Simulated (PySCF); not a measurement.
CH₆BeOSi, SMILES [CH3][Be][O][SiH3]. Atoms are numbered in the order given.

```xyz
10

Be     0.0000     0.0000     1.2830
C      0.0000     0.0000     2.9557
H      0.1216    -1.0161     3.3695
H     -0.9408     0.4028     3.3695
H      0.8192     0.6133     3.3695
O      0.0000     0.0000    -0.1363
Si     0.0000     0.0000    -1.7847
H     -1.3430    -0.4050    -2.2993
H      1.0223    -0.9605    -2.2993
H      0.3207     1.3656    -2.2993
```
Charge 0, spin multiplicity 1.

The structure is a stationary point at PBE0-D3(BJ)/def2-SVP. The values are those of a single conformer.

The numbers are results of PBE0/pcSseg-1 in PySCF, not measurements.

GIAO shieldings, no solvent; atoms alike by connectivity are averaged. δ = σ(ref) − σ: ¹³C against TMS (σ = 186.3 ppm); ¹H against TMS (σ = 31.56 ppm); ¹⁷O against H2O (σ = 334.2 ppm); ²⁹Si against TMS (σ = 352.7 ppm), references at their B3LYP-D3(BJ)/def2-TZVP geometries, non-relativistic.

| atoms | nucleus | count | δ (ppm) |
|---|---|---|---|
| C2 | ¹³C | 1 | -19.8 |
| H8, H9, H10 | ¹H | 3 | (withheld) |
| H3, H4, H5 | ¹H | 3 | -0.38 |
| O6 | ¹⁷O | 1 | (withheld) |
| Si7 | ²⁹Si | 1 | -40.4 |

### Question
What belongs in the gaps? (Estimate from the structure and the level; the computed values follow.)

### Answer

- H8, H9, H10, δ (ppm): 5.40
- O6, δ (ppm): 45.6
